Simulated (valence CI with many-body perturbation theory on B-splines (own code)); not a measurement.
## E1 transitions of K12+

Calculated by configuration interaction combined with many-body perturbation theory (CI+MBPT): five valence electrons over a frozen Dirac-Fock core [He], radial functions for each j: 9 s, 9 p, 8 d, 6 f, 3 g, 1 h, with the one-electron correlation potential Σ1, the two-electron term Σ2, the three-electron term Σ3, Breit, model QED; selected CI, second order for the rest, scaled by the run's own slope (own B-spline code, finite nucleus).

No measured spectrum was set against this ion. As an estimate, levels of excited configurations hold to 0.05 to 0.15 % of their energy, terms of the ground configuration to about 0.5 %. Among the levels kept, up to 2400 cm⁻¹ of a level comes from second order outside the variational space, and about a tenth of that is noise between levels of different J, which matters for small intervals.

Lines 51 to 100 of 270 in falling wavelength, among levels below 465.90 eV, chosen from the strongest by gf and those to the six lowest levels. Wavelengths and rates use the calculated energies, so an error of 400 cm⁻¹ moves a line at 603.6 Å by 0.24 % and its rate by three times that or more. Electric multipoles are in the length gauge, E1 and E2 with the static RPA response of the core. Weak lines are less certain than strong ones. Lines between different terms over intervals too small for the method are left out, as are lines whose strength nearly cancels. Where a level lies close to another of its J and parity, the split of strength between their lines is uncertain. The highest levels of a list are the least certain.

Names give the largest LS component (configuration and term), which can be under half, so a name can repeat, a term be missing and a line seem to break the LS rules; names also repeat where a configuration has a term twice. Letters in brackets count levels of one name in rising energy.

```
λ vac (Å)                 Upper                 Lower   A (s⁻¹)  S (a.u.) with core polarisation  S without
    603.6      2s²2p²3p ⁴S°_3/2       2s²2p²3s ⁴P_5/2  1.33e+09                         5.77e-01   5.77e-01
    601.5       2s²2p²3d ⁴P_3/2      2s²2p²3p ⁴S°_3/2  9.11e+08                         3.92e-01   3.91e-01
    600.6       2s²2p²3d ⁴D_7/2      2s²2p²3p ⁴P°_5/2  1.30e+09                         1.11e+00   1.11e+00
    598.0       2s²2p²3d ²G_7/2      2s²2p²3p ²F°_5/2  1.91e+09                         1.61e+00   1.61e+00
    598.0  2s²2p²3p ²P°_3/2 [a]       2s²2p²3s ²P_1/2  3.34e+08                         1.41e-01   1.41e-01
    598.0  2s²2p²3p ²D°_3/2 [b]       2s²2p²3s ²D_3/2  9.98e+08                         4.21e-01   4.21e-01
    594.2  2s²2p²3p ²D°_5/2 [a]       2s²2p²3s ⁴P_5/2  2.24e+08                         1.39e-01   1.39e-01
    594.1       2s²2p²3d ⁴D_5/2      2s²2p²3p ⁴P°_3/2  1.24e+09                         7.67e-01   7.67e-01
    593.7  2s²2p²3p ²D°_3/2 [b]       2s²2p²3s ²D_5/2  6.72e+08                         2.78e-01   2.78e-01
    592.5       2s²2p²3d ⁴P_1/2      2s²2p²3p ⁴S°_3/2  1.16e+09                         2.37e-01   2.37e-01
    592.2       2s²2p²3d ⁴D_7/2      2s²2p²3p ⁴D°_7/2  5.48e+08                         4.50e-01   4.50e-01
    591.1   2s²2p²3d ²F_5/2 [b]  2s²2p²3p ²D°_3/2 [b]  5.17e+08                         3.16e-01   3.16e-01
    591.1  2s²2p²3p ²P°_1/2 [a]       2s²2p²3s ²P_1/2  8.10e+08                         1.65e-01   1.65e-01
    587.3  2s²2p²3p ²D°_5/2 [b]       2s²2p²3s ²D_5/2  1.62e+09                         9.74e-01   9.74e-01
    578.7       2s²2p²3d ⁴D_3/2      2s²2p²3p ⁴P°_1/2  8.18e+08                         3.13e-01   3.13e-01
    578.3       2s²2p²3d ⁴F_3/2      2s²2p²3p ²S°_1/2  6.03e+08                         2.30e-01   2.30e-01
    577.0       2s²2p²3d ⁴D_3/2      2s²2p²3p ⁴P°_3/2  4.24e+08                         1.61e-01   1.61e-01
    571.5       2s²2p²3d ⁴D_5/2      2s²2p²3p ⁴D°_5/2  3.80e+08                         2.10e-01   2.10e-01
    558.5      2s²2p²3p ⁴S°_3/2       2s²2p²3s ⁴P_3/2  5.34e+08                         1.84e-01   1.84e-01
    543.0   2s²2p²3d ²F_7/2 [b]      2s²2p²3p ²F°_7/2  6.05e+08                         3.83e-01   3.83e-01
    542.3       2s²2p²3d ⁴P_5/2      2s²2p²3p ⁴P°_5/2  1.15e+09                         5.45e-01   5.45e-01
    540.9  2s²2p²3p ²P°_1/2 [b]       2s²2p²3s ²D_3/2  2.00e+09                         3.12e-01   3.12e-01
    537.9   2s²2p²3d ²D_3/2 [a]  2s²2p²3p ²P°_1/2 [a]  1.26e+09                         3.86e-01   3.86e-01
    532.3   2s²2p²3d ²D_3/2 [a]  2s²2p²3p ²P°_3/2 [a]  4.18e+08                         1.24e-01   1.24e-01
    527.7       2s²2p²3d ⁴P_3/2      2s²2p²3p ⁴P°_5/2  6.43e+08                         1.86e-01   1.86e-01
    525.7   2s²2p²3d ²D_5/2 [a]  2s²2p²3p ²P°_3/2 [a]  1.88e+09                         8.08e-01   8.07e-01
    518.3   2s²2p²3d ²P_3/2 [a]      2s²2p²3p ²S°_1/2  9.43e+08                         2.59e-01   2.59e-01
    508.4   2s²2p²3d ²F_5/2 [b]      2s²2p²3p ²F°_5/2  6.24e+08                         2.43e-01   2.43e-01
    504.8  2s²2p²3p ²P°_3/2 [b]       2s²2p²3s ²D_3/2  1.42e+09                         3.61e-01   3.61e-01
    501.7  2s²2p²3p ²P°_3/2 [b]       2s²2p²3s ²D_5/2  1.65e+09                         4.11e-01   4.11e-01
    499.6       2s²2p²3d ⁴P_1/2      2s²2p²3p ⁴P°_3/2  7.85e+08                         9.66e-02   9.66e-02
    462.4   2s²2p²3d ²D_3/2 [a]  2s²2p²3p ²D°_3/2 [a]  6.75e+08                         1.32e-01   1.32e-01
    453.9  2s²2p²3p ²D°_5/2 [b]       2s²2p²3s ²P_3/2  1.71e+09                         4.72e-01   4.73e-01
    429.1   2s²2p²3d ²D_5/2 [b]  2s²2p²3p ²D°_5/2 [a]  6.61e+08                         1.54e-01   1.54e-01
    427.0  2s²2p²3p ²D°_3/2 [b]       2s²2p²3s ²P_1/2  1.65e+09                         2.54e-01   2.54e-01
    423.5  2s²2p²3p ²P°_1/2 [b]       2s²2p²3s ²P_3/2  1.29e+09                         9.68e-02   9.69e-02
    406.4   2s²2p²3d ²F_5/2 [b]  2s²2p²3p ²D°_5/2 [a]  4.20e+08                         8.35e-02   8.35e-02
    401.0  2s²2p²3p ²P°_3/2 [b]       2s²2p²3s ²P_3/2  1.49e+09                         1.90e-01   1.90e-01
    400.3   2s²2p²3d ²D_3/2 [b]  2s²2p²3p ²D°_3/2 [a]  7.76e+08                         9.83e-02   9.83e-02
    398.4        2s2p³3p ⁴P_5/2      2s²2p²3p ⁴S°_3/2  1.19e+09                         2.23e-01   2.23e-01
    397.1        2s2p³3p ⁴P_3/2      2s²2p²3p ⁴S°_3/2  1.32e+09                         1.63e-01   1.63e-01
    320.3          2s2p⁴ ⁴P_5/2        2s²2p³ ²P°_3/2  5.97e+06                         5.81e-04   5.84e-04
    305.0          2s2p⁴ ⁴P_3/2        2s²2p³ ²P°_3/2  1.62e+07                         9.05e-04   9.09e-04
    266.9          2s2p⁴ ⁴P_5/2        2s²2p³ ²D°_5/2  1.94e+07                         1.09e-03   1.10e-03
    263.3          2s2p⁴ ⁴P_5/2        2s²2p³ ²D°_3/2  1.30e+07                         7.01e-04   7.04e-04
    230.6           2p⁵ ²P°_3/2          2s2p⁴ ²P_1/2  1.85e+09                         4.47e-02   4.49e-02
    219.8           2p⁵ ²P°_3/2          2s2p⁴ ²P_3/2  1.63e+10                         3.42e-01   3.43e-01
    217.8           2p⁵ ²P°_1/2          2s2p⁴ ²P_1/2  1.53e+10                         1.56e-01   1.57e-01
    208.2           2p⁵ ²P°_1/2          2s2p⁴ ²P_3/2  9.73e+09                         8.68e-02   8.71e-02
    208.1          2s2p⁴ ⁴P_5/2        2s²2p³ ⁴S°_3/2  6.84e+09                         1.83e-01   1.83e-01
```
